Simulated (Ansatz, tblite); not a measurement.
Forces on AsSe2 at its PBE0-D4/def2-TZVP geometry. Total charge 0; doublet.

The xTB rows come from tblite. The structure comes from a short search, and lower isomers may exist.

GFN1-xTB (tblite), largest force 1.04 eV/Å:

```xyz
3
positions Å, forces eV/Å
As    0.200   -0.590    1.191   -0.154    0.455   -0.920
Se   -0.390    1.310   -0.044    0.052   -0.142    0.507
Se    0.190   -0.719   -1.147    0.102   -0.314    0.413
```

GFN2-xTB (tblite), largest force 0.41 eV/Å:

```
As -0.061 0.181 -0.366
Se 0.086 -0.285 0.077
Se -0.025 0.104 0.289
```

r2SCAN-D4/def2-TZVP (Ansatz), largest force 0.19 eV/Å:

```
As 0.017 -0.050 0.100
Se -0.053 0.179 0.033
Se 0.036 -0.129 -0.134
```
